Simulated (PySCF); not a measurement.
germanium monotelluride cation (GeTe), SMILES [Ge]=[Te] (connectivity only; charge and spin as stated), charge +1, multiplicity 2.

Coordinates come from a r2SCAN-D4/def2-TZVP optimisation. The multiplicity is an assumed one; other spin states were not compared. The def2 effective core potentials stand for the cores of Te; spin–orbit coupling is left out.

Method: PBE/def2-TZVPD in PySCF.

The molecule is in vacuum.

Computed frontier levels, dipole moment and polarisability:
```
Quantity                                                            Value
------------------------------------------------  -----------------------
α spin, highest occupied and lowest empty level       -12.12 and -9.69 eV
β spin, highest occupied and lowest empty level      -11.87 and -11.72 eV
dipole moment about the centre of nuclear charge                   2.15 D
mean static polarisability                           61.8 bohr³ (9.16 Å³)
polarisability, principal values                   45.1, 46.1, 94.2 bohr³
⟨S²⟩                                              0.755 (pure state 0.75)
```
